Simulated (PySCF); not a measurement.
Cd(I)(SiH3) (CdH3ISi), SMILES [SiH3][Cd][I]. Heavy atoms are numbered as in [Cd:1]([I:2])[SiH3:3]. Hydrogens are named by the atom that carries them.

The structure is a stationary point at PBE0-D3(BJ)/def2-SVP. The def2 effective core potentials stand for the cores of Cd, I; spin–orbit coupling is left out.

The numbers are results of CAM-B3LYP/def2-TZVPD (PySCF), not measurements.

Mulliken values depend strongly on the basis, most of all with diffuse functions as here. ESP charges are fitted to the potential on shells at 1.4 to 2.0 van der Waals radii. Atomic charges (e), one atom of each kind:

```tsv
atom	ESP fit	Mulliken
Cd1	0.42	0.44
I2	-0.32	-0.39
Si3 (SiH3)	-0.02	0.21
H on Si3	-0.03	-0.08
```
